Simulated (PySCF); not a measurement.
Isomers of C4H9B, mass 68.080 u with the commonest isotopes. Method: PBE0-D3(BJ)/def2-SVP geometry optimisation, gas phase (PySCF). One conformer each, none proved a minimum here; rigid rotors.

Question: Order these by rotational constant A, largest first.
A. `[BH2:1][C@@H:2]1[CH2:3][C@@H:4]1[CH3:5]` with H–B1–C2–C3 47° and -130°
B. `[BH2:1][C@@H:2]1[CH2:3][C@H:4]1[CH3:5]` with H–B1–C2–C3 -151° and 30°
C. `[BH:1]1[CH2:2][CH2:3][CH2:4][CH2:5]1` with C5–B1–C2–C3 -11°, B1–C2–C3–C4 30°, C2–C3–C4–C5 -37°, C3–C4–C5–B1 29°
D. `[BH2:1][CH2:2][C:3](=[CH2:4])[CH3:5]` with H–B1–C2–C3 -16° and 167°, B1–C2–C3–C4 -111°

Answer: B (10095 MHz), A (7635 MHz), D (7437 MHz), C (6909 MHz).

Question: Order these by rotational constant C, largest first.
A. `[BH2:1][CH2:2][C:3](=[CH2:4])[CH3:5]` with H–B1–C2–C3 -16° and 167°, B1–C2–C3–C4 -111°
B. `[BH2:1][C@@H:2]1[CH2:3][C@H:4]1[CH3:5]` with H–B1–C2–C3 -151° and 30°
C. `[BH2:1][CH:2]1[CH2:3][CH2:4][CH2:5]1` with H–B1–C2–C3 -37° and 146°, B1–C2–C3–C4 -148°, C2–C3–C4–C5 16°, C3–C4–C5–C2 -16°, B1–C2–C5–C4 147°
D. `[BH:1]1[CH2:2][CH2:3][CH2:4][CH2:5]1` with C5–B1–C2–C3 -11°, B1–C2–C3–C4 30°, C2–C3–C4–C5 -37°, C3–C4–C5–B1 29°
E. `[BH2:1][C@@H:2]1[CH2:3][C@@H:4]1[CH3:5]` with H–B1–C2–C3 47° and -130°

Answer: D (3758 MHz), E (3474 MHz), C (3324 MHz), B (3148 MHz), A (2909 MHz).

Question: Order these by rotational constant B, largest first.
A. `[BH2:1][CH2:2][C:3](=[CH2:4])[CH3:5]` with H–B1–C2–C3 -16° and 167°, B1–C2–C3–C4 -111°
B. `[BH2:1][C@@H:2]1[CH2:3][C@@H:4]1[CH3:5]` with H–B1–C2–C3 47° and -130°
C. `[BH2:1][CH:2]1[CH2:3][CH2:4][CH2:5]1` with H–B1–C2–C3 -37° and 146°, B1–C2–C3–C4 -148°, C2–C3–C4–C5 16°, C3–C4–C5–C2 -16°, B1–C2–C5–C4 147°
D. `[BH2:1][C@@H:2]1[CH2:3][C@H:4]1[CH3:5]` with H–B1–C2–C3 -151° and 30°
E. `[BH:1]1[CH2:2][CH2:3][CH2:4][CH2:5]1` with C5–B1–C2–C3 -11°, B1–C2–C3–C4 30°, C2–C3–C4–C5 -37°, C3–C4–C5–B1 29°

Answer: E (6479 MHz), B (4442 MHz), C (4273 MHz), A (3849 MHz), D (3625 MHz).

```tsv
SMILES	point group	Ia (u·Å²)	Ib (u·Å²)	Ic (u·Å²)	κ	μa (D)	μb (D)	μc (D)
B[C@@H]1C[C@H]1C	C1	50.06	139.43	160.52	-0.86	1.42	0.41	0.16
B[C@@H]1C[C@@H]1C	C1	66.19	113.77	145.48	-0.53	1.01	0.94	0.19
BC1CCC1	near Cs	50.96	118.28	152.06	-0.71	0.68	0.01	0.33
B1CCCC1	C2	73.15	78.00	134.49	0.73	0.00	0.41	0.00
BCC(=C)C	C1	67.95	131.30	173.72	-0.58	0.02	0.30	0.60
```
